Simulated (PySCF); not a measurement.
# Magnetic susceptibility: `CC1=C(F)[P@@]1(=O)CO`, C$_{4}$H$_{6}$FO$_{2}$P

Molfile (atoms numbered from 1):
```
C4H6FO2P
     RDKit          3D

 14 14  0  0  0  0  0  0  0  0999 V2000
   -2.2990    0.7221    0.5676 C   0  0  0  0  0  0  0  0  0  0  0  0
   -1.1303   -0.1504    0.3694 C   0  0  0  0  0  0  0  0  0  0  0  0
   -0.7610   -1.2976   -0.2207 C   0  0  0  0  0  0  0  0  0  0  0  0
   -1.3560   -2.2362   -0.9498 F   0  0  0  0  0  0  0  0  0  0  0  0
    0.5971   -0.6081    0.7358 P   0  0  2  0  0  5  0  0  0  0  0  0
    1.1012   -1.1115    2.0182 O   0  0  0  0  0  0  0  0  0  0  0  0
    1.9411    0.1910   -0.2753 C   0  0  0  0  0  0  0  0  0  0  0  0
    2.7018    0.9805    0.5744 O   0  0  0  0  0  0  0  0  0  0  0  0
   -3.1698    0.3009    0.0680 H   0  0  0  0  0  0  0  0  0  0  0  0
   -2.5084    0.8239    1.6319 H   0  0  0  0  0  0  0  0  0  0  0  0
   -2.0996    1.7175    0.1716 H   0  0  0  0  0  0  0  0  0  0  0  0
    2.5335   -0.6157   -0.7369 H   0  0  0  0  0  0  0  0  0  0  0  0
    1.5174    0.8256   -1.0534 H   0  0  0  0  0  0  0  0  0  0  0  0
    2.9311    0.4574    1.3570 H   0  0  0  0  0  0  0  0  0  0  0  0
  1  2  1  0
  2  3  2  0
  3  4  1  0
  3  5  1  0
  5  6  2  0
  5  7  1  6
  7  8  1  0
  5  2  1  0
  1  9  1  0
  1 10  1  0
  1 11  1  0
  7 12  1  0
  7 13  1  0
  8 14  1  0
M  END
```

Method used: PySCF 2.14.0, GIAO PBE/pcSseg-1 magnetisability, rotational g tensor and spin-rotation constants, non-relativistic, gas phase. Geometry: GFN2-xTB.

(1) What are the magnetisability and the molar susceptibility?

(2) Split it along the inertial axes a, b, c into diamagnetic and paramagnetic parts about the centre of mass, with the quadrupole moment.

(3) And the rotational g tensor?

## Answers

(1) Isotropic -1103 × 10⁻³⁰ J/T², or -66.4 × 10⁻⁶ cm³/mol; principal values -1146, -1107, -1056 × 10⁻³⁰ J/T², anisotropy 78 × 10⁻³⁰ J/T² (root of half the summed squared differences of the principal values). The susceptibility is in cgs units.

(2) 
| axis | χ (10⁻⁶ cm³/mol) | diamagnetic (10⁻⁶ cm³/mol) | paramagnetic (10⁻⁶ cm³/mol) | summed x² of all electrons (Å²) | quadrupole Θ (D Å) |
| --- | --- | --- | --- | --- | --- |
| a | -64.1 | -566.9 | 502.8 | 215.9 | -0.49 |
| b | -66.7 | -1143.3 | 1076.6 | 80.1 | +5.36 |
| c | -68.5 | -1255.7 | 1187.2 | 53.6 | -4.88 |

Anisotropies 2χaa − χbb − χcc = +6.9 and 2χbb − χaa − χcc = -0.7 × 10⁻⁶ cm³/mol. Θ is traceless in Buckingham's convention.

(3) 
| axis | rotational constant (GHz) | g | nuclear part | electronic part |
| --- | --- | --- | --- | --- |
| a | 2.5432 | -0.0373 | 0.5634 | -0.6007 |
| b | 1.0918 | -0.0165 | 0.5358 | -0.5522 |
| c | 0.9942 | -0.0114 | 0.5432 | -0.5545 |

Asymmetric top; isotopes 12C, 19F, 1H, 16O, 31P; no vibrational averaging.
